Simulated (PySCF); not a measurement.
Mapped SMILES: `[CH:1]#[C:2][c:3]1[cH:4][c:5]([F:6])[cH:7][c:8]([Br:9])[cH:10]1` (H(Xn): hydrogen on atom n).

Theoretical values (PySCF 2.14): geometry from PBE0-D3(BJ)/def2-SVP, GIAO PBE0/pcSseg-1 shieldings. Gas phase, relativity neglected, one computed conformer.

References, each an isolated molecule treated in the same way: TMS for $^{13}$C (σ = 184.41 ppm), $^{1}$H (σ = 31.27 ppm); CFCl3 for $^{19}$F (σ = 177.25 ppm); $^{79}$Br (σ = 2584.45 ppm) against HBr.

| atoms | nucleus | count | δ (ppm) |
| --- | --- | --- | --- |
| C1 | $^{13}$C | 1 | 89.6 |
| C7 | $^{13}$C | 1 | 125.7 |
| C2 | $^{13}$C | 1 | ? |
| H(C1) | $^{1}$H | 1 | ? |
| C5 | $^{13}$C | 1 | 169.5 |
| C8 | $^{13}$C | 1 | ? |
| H(C4) | $^{1}$H | 1 | 7.18 |
| C10 | $^{13}$C | 1 | ? |
| H(C7) | $^{1}$H | 1 | 7.27 |
| C3 | $^{13}$C | 1 | 129.7 |
| H(C10) | $^{1}$H | 1 | 7.49 |
| C4 | $^{13}$C | 1 | 124.3 |
| Br9 | $^{79}$Br | 1 | 599 |
| F6 | $^{19}$F | 1 | -109.3 |

Complete the table.

## Answers


- C8: 143.5 ppm, aromatic carbon bearing bromine
- C10: 138.2 ppm, aromatic CH; the aromatic region
- C2: 85.1 ppm, alkyne carbon; the triple bond shields along its axis, which puts it between sp3 and sp2 carbons
- H(C1): 3.31 ppm, hydrogen on a terminal alkyne carbon; it lies on the axis of the triple bond, in its shielding cone

The calculation has no spin–orbit term, so carbons bonded to Br come out too deshielded (the heavy-atom effect is absent). Shifts are as computed. Against solution values, carbons near 30 ppm lie about +2 ppm off and those near 130 ppm about +5 ppm; carbons on Br a further +13 ppm. Of 1211 compounds with measured shifts, 218 miss one by over three times the rms of a fit or turn the order of signals round; such compounds aren't used in these exercises. Unscaled 19F shifts against computed CFCl3 carry errors that often reach 10 to 50 ppm.
